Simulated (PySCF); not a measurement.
Structure elucidation problem

An unknown has the formula C$_{6}$H$_{10}$Cl$_{2}$OSi. Its calculated NMR data are:

1H NMR (600 MHz, computed): δ 6.08 (s, 1H), 4.17 (s, 3H), 2.44 (s, 3H), 2.17 (m, 1H), 1.82 (m, 1H), 1.03 (m, 1H).

13C{1H} NMR (computed): δ 211.9, 89.7, 36.5, 36.3, 32.9, 24.4.

- GFN2-xTB structure
- shieldings: GIAO PBE0/pcSseg-1
- code: PySCF 2.14
- a single conformation, relativity neglected, fast rotation and ring inversion assumed for equivalent nuclei, gas phase

Chemical shifts δ = σref − σ; 1H, 13C against TMS, all at this level.

Task: Deduce the structure.

Result: 
- Rings plus π bonds: 2 (1 ring in the answer).
- 6 carbon signals for 6 carbons: no two carbons are equivalent.
- Carbon types of the structure: 2 × C, 2 × CH, 1 × CH2, 1 × CH3, leaving 3 H on heteroatoms.
- δC 211.9: ketone carbonyl carbon; low-lying n→π* states of the double bond to the heteroatom give a large paramagnetic term (-273 ppm).
- δC 89.7: sp3 CH bonded to 2 Cl; 2 electronegative neighbours deshield it.
- δC 36.5, 32.9, 24.4: three-membered-ring carbon.
- δC 36.3: methyl carbon α to a carbonyl; α to the electron-withdrawing carbonyl group.
- δH 6.08: hydrogen on an sp3 CH bonded to 2 Cl; its carbon carries Cl, which withdraws density.
- δH 4.17: hydrogen on a silicon bonded to C.
- δH 2.44: hydrogen on a methyl carbon α to a carbonyl; α to C=O.

These data were computed for `InChI=1S/C6H10Cl2OSi/c1-3(9)4-2-6(4,10)5(7)8/h4-5H,2H2,1,10H3/t4-,6+/m0/s1`.

The shifts were computed for this structure.

Carbons that carry Cl, above all several Cl atoms, come out too deshielded, partly because spin–orbit coupling is missing. Shifts are as computed. Against solution values, carbons near 30 ppm lie about +3 ppm off and those near 130 ppm about +5 ppm; carbons on Cl a further +6 ppm. Of 1211 compounds with measured shifts, 218 miss one by over three times the rms of a fit or turn the order of signals round; such compounds aren't used in these exercises. No couplings were computed; multiplicities are counted from neighbouring protons, with m where these are inequivalent, close in shift, in a saturated or five-membered ring or joined by F or P, and br s for small geminal =CH2 splittings.
